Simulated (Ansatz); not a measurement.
Ideal-gas functions of CBr2ClF, SMILES `FC(Cl)(Br)Br` at 600 K and 1 bar, from an Ansatz frequency run at PBE0-D4/def2-TZVP.

Molar mass 226.27 g/mol, point group Cs (symmetry number 1), electronic degeneracy 1, moments of inertia 265.789, 467.342, 605.929 u Å². Harmonic wavenumbers (cm⁻¹, unscaled): 160, 196, 270, 314, 348, 475, 756, 814, 1117.

Use S(trans) = R[1.5 ln M + 2.5 ln T − 1.1517]; rotational temperatures θ = 24.2544 K / I; S(rot) = R[ln(√π/σ · √(T³/θAθBθC)) + 1.5]; for each mode x = 1.438777 ν̃/T, S = R[x/(eˣ − 1) − ln(1 − e⁻ˣ)] and H = RT x/(eˣ − 1); 1 cm⁻¹ = 0.0119627 kJ/mol; R = 8.31446 J/(mol·K).

By hand: the entropy, in J/(mol·K).

Translation 191.0. Rotation: θ = 0.0913, 0.0519, 0.04 K, giving 132.6. Vibration, mode by mode: 16.33, 14.67, 12.07, 10.87, 10.06, 7.67, 4.42, 3.96, 2.23, in all 82.3. Electronic 0.0. Sum 405.9 J/(mol·K).

By hand: H − E and G − E in kJ/mol, counted from the electronic energy.

Zero-point energy ½ × 4450 × 0.0119627 = 26.6; thermal vibration 25.1; translation, rotation and pV give 4 RT = 20.0. H − E = 71.7 kJ/mol, and G − E = 71.7 − 600 × 405.9/1000 = -171.8 kJ/mol.

Vibration gives 20 % of the entropy.
